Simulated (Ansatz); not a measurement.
Geometry optimisation, RKS BHLYP/def2-SVP (Ansatz).

input.yaml

```yaml
crystal:
  periodic: [false, false, false]
  atoms:
    - { symbol: O, position_ang: [-1.15793, 0.34654, -0.55984] }
    - { symbol: S, position_ang: [0.65557, -0.80568, -0.58916] }
    - { symbol: Te, position_ang: [1.25353, -0.92874, 1.57139] }
    - { symbol: H, position_ang: [-1.87456, -0.19097, -0.93414] }
    - { symbol: H, position_ang: [-1.03274, 1.12767, -1.12247] }
    - { symbol: H, position_ang: [2.15613, 0.45118, 1.63421] }
total_charge: 1
basis:
  gaussian: { orbitals: def2-SVP }
hamiltonian:
  xc: { name: BHLYP }
relax:
  f_tol: 0.02
  max_steps: 40
```

Command:

```bash
$ ansatz run input.yaml --threads 1 --pin off --max-ram 2048MiB --backend cpu --events-out ev --progress --plain --runs-dir out
```

Question: Where does it end, and by what steps?

Answer: It converged. After 7 steps the energy has fallen by 0.024 eV; O1 moved furthest, 0.06 Å.

```tsv
step	energy less start (eV)	largest force component (eV/Å)	accepted
0	0.0000	0.388	yes
1	-0.0167	0.253	yes
2	-0.0222	0.051	yes
3	-0.0232	0.048	yes
4	-0.0239	0.045	yes
5	-0.0241	0.026	yes
6	-0.0238	0.040	no
7	-0.0241	0.005	yes
```

```xyz
6
Properties=species:S:1:pos:R:3
O -1.133 0.326 -0.606
S 0.648 -0.786 -0.577
Te 1.267 -0.946 1.601
H -1.890 -0.178 -0.931
H -1.069 1.137 -1.124
H 2.177 0.447 1.636
```

Whether the end is a true minimum wasn't checked by a vibrational analysis.

The run took 26 s on 1 thread of Arm Neoverse V1 (shared host), peak memory 0.15 GiB.
